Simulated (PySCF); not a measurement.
Species: C₃H₁₀BFO.
Z-matrix (Å and degrees, PBE0-D3(BJ)/def2-SVP geometry), rows numbered from 1:
```
B 
O   1  1.6440
C   2  1.4242  1  113.18
C   2  1.4265  1  115.22  3   132.00
C   4  1.5151  2  111.38  1    60.21
F   5  1.3725  4  106.62  2   162.49
H   1  1.2174  2  103.22  3    45.76
H   1  1.2264  2  103.79  3   -74.25
H   1  1.2168  2  104.36  3   165.29
H   3  1.0993  2  108.85  1  -172.38
H   3  1.0944  2  106.77  1   -52.85
H   3  1.1015  2  110.11  1    66.27
H   4  1.1034  2  109.14  1   -63.55
H   4  1.1009  2  107.72  1   178.05
H   5  1.0985  4  112.33  2   -77.88
H   5  1.1022  4  109.87  2    43.53
```

The calculation used PySCF, PBE0-D3(BJ)/def2-SVP geometry optimisation, gas phase.

Masses are those of the commonest isotopes; rigid-rotor values at the optimised geometry. The values belong to one conformer with, in the numbering `[BH3-:1][O+:2]([CH3:3])[CH2:4][CH2:5][F:6]`, B1–O2–C4–C5 60°, O2–C4–C5–F6 162°.

Give the principal moments of inertia and the rotational constants in GHz.

Ia = 72.54, Ib = 275.84, Ic = 328.01 u·Å²; 505379 MHz·u·Å²/I gives 6967, 1832 and 1541 MHz, that is A = 6.9671, B = 1.8322, C = 1.5407 GHz.

Classify the top.

An asymmetric top. Ray's parameter κ = (2B − A − C)/(A − C) = -0.893; −1 is the prolate and +1 the oblate limit.

What does the inertial defect say?

Not planar: Δ = Ic − Ia − Ib = -20.36 u·Å². For a rigid frame Δ = −2 Σ m c², so Σ m c² = 10.18 u·Å² lies off the ab plane: 7.49 from hydrogen and 2.69 from heavier atoms. The atom farthest from that plane is 1.39 Å away.

Where do the levels up to J = 5 lie, in cm⁻¹?

Above 0(0,0):
J = 1: 1(0,1) 0.1125, 1(1,1) 0.2838, 1(1,0) 0.2935
J = 2: 2(0,2) 0.3371, 2(1,2) 0.4991, 2(1,1) 0.5282, 2(2,1) 1.0421, 2(2,0) 1.0425
J = 3: 3(0,3) 0.6730, 3(1,3) 0.8218, 3(1,2) 0.8801, 3(2,2) 1.3796, 3(2,1) 1.3816, 3(3,1) 2.2606, 3(3,0) 2.2606
J = 4: 4(0,4) 1.1191, 4(1,4) 1.2516, 4(1,3) 1.3487, 4(2,3) 1.8293, 4(2,2) 1.8353, 4(3,2) 2.7114, 4(3,1) 2.7115, 4(4,1) 3.9437, 4(4,0) 3.9437
J = 5: 5(0,5) 1.6738, 5(1,5) 1.7882, 5(1,4) 1.9337, 5(2,4) 2.3910, 5(2,3) 2.4048, 5(3,3) 3.2752, 5(3,2) 3.2755, 5(4,2) 4.5071, 5(4,1) 4.5071, 5(5,1) 6.0916, 5(5,0) 6.0916
The levels of one J sum to (2J + 1)J(J + 1)(A + B + C)/3.

Predict some low-J microwave lines.

The dipole components are |μa| = 0.29 D, |μb| = 3.82 D, |μc| = 0.22 D. Intensities carry the squares of the components, which stand as 0.01 : 1.00 : 0.00 (a : b : c). Some lines, for components of 0.1 D or more:

| type | branch | J(Ka,Kc) | MHz | lower level (cm⁻¹) |
| --- | --- | --- | --- | --- |
| a | Q | 5(2,3) ← 5(2,4) | 415 | 2.391 |
| b | R | 2(0,2) ← 1(1,1) | 1599 | 0.284 |
| a | Q | 5(1,4) ← 5(1,5) | 4363 | 1.788 |
| c | Q | 2(1,2) ← 2(0,2) | 4856 | 0.337 |
| b | R | 3(0,3) ← 2(1,2) | 5215 | 0.499 |
| a | R | 4(1,4) ← 3(1,3) | 12886 | 0.822 |
| a | R | 4(0,4) ← 3(0,3) | 13372 | 0.673 |
| b | R | 3(1,3) ← 2(0,2) | 14530 | 0.337 |
| b | Q | 4(2,3) ← 4(1,4) | 17320 | 1.252 |
| c | R | 2(2,1) ← 1(1,1) | 22733 | 0.284 |
| c | R | 5(1,4) ← 4(0,4) | 24421 | 1.119 |
| c | Q | 4(3,2) ← 4(2,2) | 26264 | 1.835 |
| b | Q | 3(3,0) ← 3(2,1) | 26351 | 1.382 |
| c | Q | 5(4,2) ← 5(3,2) | 36923 | 3.275 |
| b | R | 4(3,1) ← 3(2,2) | 39928 | 1.380 |
| b | R | 5(3,3) ← 4(2,2) | 43166 | 1.835 |

Estimate the classical rotational partition function at 50 K, 100 K and 500 K.

Point group C1, symmetry number σ = 1; q = (√π/σ)·√((kT/h)³/(ABC)), k/h = 20836.6 MHz/K: 13400 at 50 K, 38000 at 100 K, 425000 at 500 K.

No PBE0-D3(BJ)/def2-SVP frequencies stand behind this structure, so it isn't proved a minimum. No vibrational averaging or centrifugal distortion is included, and the geometry carries the error of its method. A rigid rotor knows nothing of internal rotation, which can split or shift real lines. Quadrupole hyperfine structure (11B) is left out.
